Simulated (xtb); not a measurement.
ClH2Si, SMILES Cl[SiH2] (connectivity only; charge and spin as stated), charge +1, multiplicity 1. All values are semi-empirical tight-binding results from xtb (GFN2-xTB unless named), good for trends rather than for accurate numbers. Geometry: GFN2-xTB. The multiplicity is an assumed one; other spin states were not compared. The isomer is the one that the SMILES or the coordinates give; other isomers of the formula were not compared.

Optimised geometry:

```xyz
4

Si     0.0000     0.0000    -0.9431
Cl     0.0000     0.0000     0.9815
H      0.0000    -1.2201    -1.7404
H      0.0000     1.2201    -1.7404
```
Charge +1, spin multiplicity 1.

### Question
Estimate the properties. (An estimate is asked for; the answer gives what the named calculation found.)

### Answer

The point group as xtb finds it is C2v and the orbital gap is 3.99 eV. The zero-point energy comes out as 10.3 kcal/mol and the G − E(el) at 298.15 K (modified RRHO) is -4.8 kcal/mol. The static polarisability (D4 model) comes out as 47.6 bohr³. The solvation energy, GFN2-xTB/ALPB(water) comes out as -54.6 kcal/mol and the solvation energy, GFN2-xTB/ALPB(ether) comes out as -43.3 kcal/mol.

Computed atomic charges and the Wiberg bond orders between heavy atoms:
charges (e) Si1 0.56, Cl2 0.21, H3 0.12, H4 0.12. Bond orders Si1–Cl2 1.75.
